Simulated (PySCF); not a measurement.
Computed shifts of a molecule C6H6O, PBE/pcSseg-1 (PySCF), GIAO, gas phase, equivalent atoms averaged, in ppm (number of nuclei): ¹³C: 214.2 (1), 156.3 (1), 114.1 (1), 106.8 (1), 86.7 (1), 79.6 (1). ¹H: 6.53 (1), 5.72 (2), 5.60 (1), 5.27 (2). References: ¹³C against TMS (σ = 182.0 ppm); ¹⁷O against H2O (σ = 334.3 ppm); ¹H against TMS (σ = 31.49 ppm), references at their B3LYP-D3(BJ)/def2-TZVP geometries, non-relativistic. Geometry: B3LYP-D3(BJ)/def2-SVP. The values are those of a single conformer.

Which structure fits?
A. C#CC1=CCOC1
B. C#CC1=CCCO1
C. C=C=C1C=COC1
D. CC1=CC=CC1=O

C, C=C=C1C=COC1
